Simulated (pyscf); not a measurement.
Optimised with ωB97X-D3(BJ)/def2-SVP in PySCF.

Problem. Estimate the classical barrier height and the reaction energy of Cl–GeH(Cl)–TeH -> TeH₂ + Cl–Ge:–Cl [singlet] at ωB97M-D3(BJ)/def2-TZVP. The step runs on the singlet surface, breaks Ge–Te, Ge–H and forms H–Te; take the reactant's lowest minimum found as zero.

Solution. ΔE‡ = 49.5 kcal/mol, ΔE = +22.3 kcal/mol. Zero-point energy shifts the barrier by -2.0 kcal/mol. It is a 1,1-elimination, with an imaginary mode of 1080i cm⁻¹. On the product side the descent ends in an adduct with a Ge–Te contact, 14.9 kcal/mol under the separated species and 35.3 kcal/mol under the saddle at ωB97X-D3(BJ)/def2-TZVP. What is counted as broken (Ge–Te) persists as a longer contact in the product adduct; parting that adduct is a step of its own. At ωB97X-D3(BJ) the barrier from the zero used here is 54.1 kcal/mol. One saddle was located; it need not be the lowest between these sides. Elements up to Kr have no core potential and no relativistic terms here. Elements past Kr carry the def2 core potentials, without spin-orbit coupling.
